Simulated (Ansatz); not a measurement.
`[F][GeH]([F])[GeH3]` + H₂ → `[F][GeH2][GeH3]` + H–F at 600 K and 1 bar (hydrogenolysis of a Ge–F bond).

Isolated molecules relaxed with PBE0-D4/def2-TZVP in Ansatz; ΔE leaves out vibrations. CCSD(T)/CBS adds triple-zeta CCSD(T) − MP2 to the extrapolated MP2 energy (def2 sets, frozen cores). This one scheme is used for every species. For Ge outer-core shells are correlated without core-valence functions, which leaves a few kJ/mol of doubt a bond. Scalar relativity is left out up to krypton.

```csv
species,CCSD(T)/CBS energy (Eh),H − E (kJ/mol),S (J/(mol·K))
`[F][GeH]([F])[GeH3]`,-4354.28742,153.2,447.1
H₂,-1.17544,43.9,150.8
`[F][GeH2][GeH3]`,-4255.04883,161.7,417.7
H–F,-100.39570,42.3,194.0
```

H − E and S are ideal-gas, rigid-rotor, harmonic terms from PBE0-D4/def2-TZVP. The MP2-based limit puts H₂ 0.8 mEh under its directly extrapolated value; such offsets cancel only in part. 1 Eh = 2625.50 kJ/mol, R = 8.31446 J/(mol·K).

Task: By hand: ΔE, ΔH, ΔS and ΔG.

Result: ΔE = (-4255.04883) + (-100.39570) − (-4354.28742) − (-1.17544) = 0.01833 Eh = 48.1 kJ/mol. Δ(H − E) = 161.7 + 42.3 − 153.2 − 43.9 = 6.9, so ΔH = 55.0 kJ/mol. ΔS = 417.7 + 194.0 − 447.1 − 150.8 = 13.8 J/(mol·K). ΔG = 55.0 − 600 × (13.8)/1000 = 46.7 kJ/mol.

Task: By hand: the equilibrium constant, and the temperature at which ΔG would vanish if ΔH and ΔS stayed fixed.

Result: log₁₀ K = −ΔG/(RT ln 10) = -4.1. ΔG = 0 at ΔH/ΔS = 3986 K, far beyond where these terms or the molecules hold.

The number of gas molecules stays the same, so ΔS is small and ΔH decides. A doubt of 5 kJ/mol in ΔE shifts log₁₀ K by 0.4 here. These are equilibria of isolated gas molecules and say nothing of rates. Largest T1 diagnostic: 0.012 (customary marks: 0.02 for closed shells, 0.045 for open ones).
